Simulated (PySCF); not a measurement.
Al(OMe)2(OEt), C4H11AlO3, SMILES CC[O][Al]([O]C)[O]C, GFN2-xTB optimised geometry. Atoms within 1.6 Å of the plane z = 1.5 Å (x, y, z in Å): Al1 (0.35, 0.23, 0.00), O2 (2.01, 0.23, 0.00), C3 (3.24, 0.91, 0.00), H4 (3.10, 1.99, 0.00), H5 (3.81, 0.62, 0.89), O7 (-0.46, -1.21, 0.00), C8 (-0.44, -2.61, 0.00), H9 (-0.95, -2.98, 0.90), H11 (0.58, -3.00, -0.01), O12 (-0.46, 1.68, 0.00), C13 (-1.69, 2.34, -0.01), C14 (-2.86, 1.37, -0.05), H15 (-1.75, 2.96, 0.90), H17 (-2.82, 0.71, 0.82), H18 (-3.81, 1.91, -0.05).

Level of theory: CAM-B3LYP/def2-SVP (PySCF 2.14.0).

Map of the log10 of the electron density (e/bohr³), floored at −4 on the plane z = 1.5 Å:

```
|000000000000000000000000000|
|000000000000000000000000000|
|000000000000000000000000000|
|000000000110000000000000000|
|000000023442000000000000000|
|000000146775200000000000000|
|000000258986310000000000000|
|000012368997431000012100000|
|000123457886553100233320000|
|000234566666664312345542000|
|000245787556665433457775200|
|000146898645665555568986300|
|000036897534565666668996300|
|000024676434565666657875200|
|000002343235665555544543100|
|000000011246665433311210000|
|000000000246664311000000000|
|000000000356654200000000000|
|000000002578764310000000000|
|000000003689975320000000000|
|000000003689864310000000000|
|000000002467653200000000000|
|000000000244421000000000000|
|000000000011100000000000000|
|000000000000000000000000000|
|000000000000000000000000000|
|000000000000000000000000000|
```
Scale: ten equal steps from -4.00 (start of '0') to -1.55 (end of '9'), in the order '0123456789'; x runs from -6.00 to 6.00, y from -6.00 (bottom) to 6.00 (top).
